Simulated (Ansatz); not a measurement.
C2H8O2Si2 can be A, `C=C[SiH](O)[SiH2]O`, or B, `O[Si@H]1C[Si@@H](O)C1`.

Isolated molecules relaxed with PBE0-D4/def2-TZVP in Ansatz; ΔE leaves out vibrations. CCSD(T)/CBS is the MP2 limit (def2-TZVPP, def2-QZVPP) plus CCSD(T) − MP2 in def2-TZVPP, frozen cores. Functionals use def2-TZVPP. B3LYP here is the variant with VWN-RPA as its local correlation; programs differ in this. Each species was taken in one conformer, which may not be the lowest.

A:

Z-matrix (Å, degrees):
```
Si
C 1 1.854
Si 1 2.352 2 111.3
O 1 1.659 2 107.4 3 119.8
H 1 1.496 2 110.3 3 -122.0
C 2 1.331 1 123.5 3 17.2
H 2 1.090 1 118.1 3 -164.3
O 3 1.660 1 108.1 2 -57.4
H 3 1.494 1 110.9 2 64.1
H 3 1.496 1 110.3 2 -178.6
H 4 0.958 1 117.0 2 154.0
H 6 1.087 2 122.0 1 178.0
H 6 1.087 2 122.0 1 -1.2
H 8 0.958 3 117.4 1 -177.2
```

B:

Z-matrix (Å, degrees):
```
Si
C 1 1.891
Si 1 2.563 2 46.7
C 1 1.892 2 89.6 3 21.6
O 1 1.646 2 112.8 3 -93.6
H 1 1.484 2 117.9 3 143.0
H 2 1.089 1 120.1 3 122.3
H 2 1.096 1 109.9 3 -110.0
O 3 1.659 1 101.2 2 -101.8
H 3 1.491 1 148.7 2 77.4
H 4 1.089 1 119.5 2 -144.3
H 4 1.096 1 110.2 2 88.7
H 5 0.961 1 115.2 2 45.4
H 9 0.958 3 117.6 1 -128.7
```

(1) Which isomer does CCSD(T)/CBS put lower? Give the gap. (An estimate is asked.)

(2) Give E(B) − E(A) in kcal/mol with CCSD/def2-TZVPP, B3LYP, r2SCAN-D4, CCSD(T)/def2-TZVPP, ωB97M-V, MP2/def2-TZVPP, B2PLYP. (Estimate.)

Largest T1 diagnostic: 0.012.

Answers

(1) The calculation gave: B, by 34.4 kcal/mol.

(2) The calculation gave: CCSD/def2-TZVPP -33.1, B3LYP -28.9, r2SCAN-D4 -37.1, CCSD(T)/def2-TZVPP -33.4, ωB97M-V -37.6, MP2/def2-TZVPP -38.3, B2PLYP -32.1. None reverses the order clearly.

The D4 term adds −1.4 kcal/mol with B3LYP and −0.6 kcal/mol with PBE0; it sums over pairs of atoms, weighted by their polarisabilities, and B3LYP, whose exchange is more repulsive, gets the larger term. From PBE to PBE0 (25 % exact exchange), in def2-TZVPP and without D4, E(B) − E(A) moves by −3.0 kcal/mol.
